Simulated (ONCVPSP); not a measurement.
# An all-electron radial function and its pseudo partner (copper (Cu))

Columns: radius, all-electron u(r) and pseudo u(r) of the 3p shell (level -76.24 eV) of copper in the configuration [Ne] 3s2 3p6 3d10 4s0.5; PBE, scalar-relativistic, ONCV scheme, ONCVPSP 4.0.1.

```json
{"r (bohr)": "0.068", "all-electron": "-0.4667", "pseudo": "0.0411"}
{"r (bohr)": "0.135", "all-electron": "-0.6464", "pseudo": "0.1553"}
{"r (bohr)": "0.202", "all-electron": "-0.3815", "pseudo": "0.3268"}
{"r (bohr)": "0.270", "all-electron": "0.0685", "pseudo": "0.5345"}
{"r (bohr)": "0.338", "all-electron": "0.5079", "pseudo": "0.7478"}
{"r (bohr)": "0.405", "all-electron": "0.8471", "pseudo": "0.9373"}
{"r (bohr)": "0.473", "all-electron": "1.0766", "pseudo": "1.0879"}
{"r (bohr)": "0.540", "all-electron": "1.1997", "pseudo": "1.1833"}
{"r (bohr)": "0.608", "all-electron": "1.2431", "pseudo": "1.2247"}
{"r (bohr)": "0.675", "all-electron": "1.2276", "pseudo": "1.2160"}
{"r (bohr)": "0.742", "all-electron": "1.1741", "pseudo": "1.1690"}
{"r (bohr)": "0.810", "all-electron": "1.0962", "pseudo": "1.0948"}
{"r (bohr)": "0.878", "all-electron": "1.0061", "pseudo": "1.0058"}
{"r (bohr)": "0.945", "all-electron": "0.9130", "pseudo": "0.9128"}
{"r (bohr)": "1.013", "all-electron": "0.8192", "pseudo": "0.8191"}
{"r (bohr)": "1.080", "all-electron": "0.7308", "pseudo": "0.7306"}
{"r (bohr)": "1.148", "all-electron": "0.6468", "pseudo": "0.6467"}
{"r (bohr)": "1.215", "all-electron": "0.5708", "pseudo": "0.5707"}
{"r (bohr)": "1.283", "all-electron": "0.5008", "pseudo": "0.5007"}
{"r (bohr)": "1.350", "all-electron": "0.4389", "pseudo": "0.4388"}
{"r (bohr)": "1.418", "all-electron": "0.3829", "pseudo": "0.3828"}
{"r (bohr)": "1.485", "all-electron": "0.3339", "pseudo": "0.3338"}
{"r (bohr)": "1.553", "all-electron": "0.2900", "pseudo": "0.2900"}
{"r (bohr)": "1.620", "all-electron": "0.2521", "pseudo": "0.2520"}
{"r (bohr)": "1.688", "all-electron": "0.2183", "pseudo": "0.2182"}
{"r (bohr)": "1.755", "all-electron": "0.1892", "pseudo": "0.1892"}
```

(1) How many radial nodes do the two functions have?

(2) At about which radius was the pseudo-wave matched?

(3) Where does each function peak?

(4) Is the pseudo-wave norm-conserving?

## Answers

(1) The all-electron 3p function has n − l − 1 = 1; the pseudo-wave has 0, since the states of the same l below it are removed with the core.

(2) 0.95 bohr. The columns agree to 0.0005 from 0.88 bohr on; several derivatives are matched, so the curves merge somewhat inside the radius.

(3) Outermost all-electron maximum near 0.61 bohr, pseudo maximum near 0.61 bohr (to the table’s step).

(4) Yes: the ONCV scheme keeps the norm inside the radius equal to the all-electron one, which fixes the energy derivative of the logarithmic derivative at the level.
